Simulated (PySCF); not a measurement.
# Removal energies of Pt(68+) from EOM-IP-GCCSD

Reference: closed-shell Pt(68+), [Ne]; one electron is removed. Calculated with PySCF 2.14, two-component X2C-1e with screened spin-orbit coupling, an uncontracted even-tempered set (17 s from 13 bohr⁻², ratio 2.6; 14 p from 17 bohr⁻², ratio 2.6; 6 d from 17 bohr⁻², ratio 2.8; 3 f from 370 bohr⁻², ratio 2.8); frozen 1s2; the 52 highest virtual spinors dropped; of the others 52 kept and the rest restored at second order. No Breit or QED terms. Binding energies in eV.

```csv
level,Koopmans
2s1/2,19872.3
2p1/2,19355.1
2p3/2,17562.2
```

Question: How does correlation move these levels?

Answer: 2s1/2: second order 19868.8, EOM-CCSD 19868.8; 2p1/2: second order 19352.1, EOM-CCSD 19352.2; 2p3/2: second order 17560.4, EOM-CCSD 17560.4.

For comparison, the ionisation energy of Pt(68+) is 17540 ± 50 eV (theoretical estimate listed by NIST; NIST Atomic Spectra Database, ionization energies).
